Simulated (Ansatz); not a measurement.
`OBCBr` + `OCO` → `OBOCO` + `CBr`  (ligand exchange at a B–C bond)

Computed with Ansatz on PBE0-D4/def2-TZVP structures; ΔE is electronic, products minus reactants. CBS: MP2 limit from def2 TZ/QZ plus the TZ coupled-cluster correction, frozen cores. This one scheme is used for every species. DFT in def2-TZVPP. B3LYP here is the variant with VWN-RPA as its local correlation; programs differ in this. For Br outer-core shells are correlated without core-valence functions, which leaves a few kJ/mol of doubt a bond. Scalar relativity is left out up to krypton. Each species was taken in one conformer, which may not be the lowest.

```
             level  ΔE (kJ/mol)  difference from CCSD(T)/CBS
            PBE-D4       -113.2                          4.1
         r2SCAN-D4       -121.0                         -3.7
           PBE0-D4       -116.2                          1.1
          B3LYP-D4       -121.8                         -4.5
           ωB97X-V       -120.8                         -3.5
           ωB97M-V       -120.5                         -3.2
            B2PLYP       -123.3                         -6.0
               PBE       -114.3                          3.0
            r2SCAN       -121.1                         -3.8
              PBE0       -117.1                          0.2
             B3LYP       -123.8                         -6.5
     HF/def2-TZVPP       -132.7                        -15.4
    MP2/def2-TZVPP       -119.6                         -2.3
SCS-MP2/def2-TZVPP       -121.5                         -4.2
   CCSD/def2-TZVPP       -120.7                         -3.4
CCSD(T)/def2-TZVPP       -119.2                         -1.9
     HF/def2-QZVPP       -133.7                        -16.4
    MP2/def2-QZVPP       -118.9                         -1.6
SCS-MP2/def2-QZVPP       -120.9                         -3.6
      HF/CBS(def2)       -133.8                        -16.5
     MP2/CBS(def2)       -117.7                         -0.4
    CCSD/CBS(def2)       -118.7                         -1.4
       CCSD(T)/CBS       -117.3                            0
```

Largest T1 diagnostic among the species: 0.013.

In def2-TZVPP, CCSD(T) changes the Hartree–Fock value by +13.4 kJ/mol (the triples alone add +1.4 kJ/mol) and MP2 by +13.0 kJ/mol.
